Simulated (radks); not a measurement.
All-electron atom: Te2+ in [Kr] 4d10 5s2 5p2 (the NIST ground configuration). Method: scalar-relativistic Kohn-Sham, LDA (Slater exchange, VWN5 correlation), spin-polarised, spherical densities, finite nucleus; open shells are filled with parallel spins first (spin-orbit coupling, left out, can overturn this in heavy ions); Fermi nuclear charge, rms radius 4.7423 fm; computed with a radial shooting solver on a logarithmic mesh with Libxc functionals.

Radial electron density D(r) = 4 pi r^2 rho(r):

r (bohr)  D(r) (e/bohr)   spin D(r)
0.001704          4.513  -0.0000332
0.002273          7.248  -0.0000508
0.003007          11.27  -0.0000723
0.004011          17.30  -0.0000917
0.00535           25.64  -0.0000825
0.007078          35.98   0.0000243
0.009441          48.02    0.000418
0.01249           59.01     0.00148
0.01666           66.27     0.00410
0.02204           66.76     0.00948
0.0294            61.73      0.0195
0.03921           58.60      0.0341
0.05189           65.79      0.0469
0.0692            81.05      0.0446
0.09156           86.38      0.0180
0.1221            72.57    -0.00811
0.1629            61.10      0.0250
0.2155            69.16      0.0910
0.2874            68.17      0.0615
0.3803            41.19   -0.000163
0.5073            23.24       0.136
0.6766            26.30       0.214
0.8952            22.48     0.00273
1.194             11.26       0.148
1.58              5.092       0.825
2.107             2.748        1.15
2.788             1.201       0.721
3.718            0.2699       0.199
4.959           0.02508      0.0213
6.562         0.0008521    0.000791

D(r) has 4 maxima, at r = 0.0196, 0.0859, 0.249, 0.721 bohr, and minima at 0.0380, 0.164, 0.528 bohr, inside which lie 1.98, 11.20, 28.96 electrons.
